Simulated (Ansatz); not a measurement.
Input for Ansatz (a program for electronic structure): R-CCSD(T)/cc-pVDZ on C2H4F2 (SMILES FCCF).

Ansatz 0.2 input:
```yaml
crystal:
  periodic: [false, false, false]
  atoms:
    - {symbol: F, position_ang: [-1.36948145, 0.88078681, -0.72149326]}
    - {symbol: C, position_ang: [-0.74973112, -0.08332464, 0.06982540]}
    - {symbol: C, position_ang: [0.74975603, 0.08328561, -0.06987151]}
    - {symbol: F, position_ang: [1.36950835, -0.88041019, 0.72195134]}
    - {symbol: H, position_ang: [-1.06794176, -1.06892314, -0.27423152]}
    - {symbol: H, position_ang: [-1.06532990, 0.06401840, 1.10410133]}
    - {symbol: H, position_ang: [1.06550032, -0.06451559, -1.10403721]}
    - {symbol: H, position_ang: [1.06781953, 1.06908274, 0.27375542]}
basis:
  gaussian:
    orbitals: cc-pVDZ
magnetization: {spin_polarized: false}
correlation: {method: ccsd_t, electrons: outside_noble_gas}
scf: {lower_state_search: off}
```

Problem. Predict the final total energy.

Solution. -277.6362 hartree (reference determinant -276.9399, T1 diagnostic 0.010).
